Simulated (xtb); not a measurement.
Cd(Me)(Et) (C3H8Cd), SMILES C[CH2][Cd][CH3]. All values are semi-empirical tight-binding results from xtb (GFN2-xTB unless named), good for trends rather than for accurate numbers. Geometry optimised at GFN2-xTB. The structure was generated by enumeration; whether it is a known compound was not checked. Other conformers were not sampled.

For metal compounds this method's bond lengths and energies can be far off.

Computed properties:
```yaml
orbital_gap: 3.30 eV
zero_point_energy: 59.7 kcal/mol
G − E(el) at 298.15 K (modified RRHO): 38.7 kcal/mol
```
